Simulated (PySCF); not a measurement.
Si²⁺: excitation energy

Si²⁺ [Ne] 3s2 (1S) → Si²⁺ [Ne] 3p2 (3P), as a difference of total energies. Computed with PySCF 2.14 in aug-cc-pVTZ-DK, with the spin-free X2C one-electron Hamiltonian (Gaussian nucleus). Correlated levels: valence: [Ne] frozen. The calculations carry no spin-orbit coupling.

```
           method  excitation energy (eV)
              UHF                  15.092
              LDA                  14.747
              PBE                  14.564
             PBE0                  14.824
           r2SCAN                  14.284
          wB97M-V                  15.520
            B97-3                  15.192
            wB97X                  15.057
          LC-wPBE                  14.977
    MP2 (valence)                  15.771
SCS-MP2 (valence)                  16.066
```

Q: How much does correlation contribute at MP2 (valence)?

A: 15.771 − (15.092) = 0.679 eV, measured against UHF.

A first-order spin-orbit estimate (lowest level to lowest level, LS coupling) adds -0.026 eV.
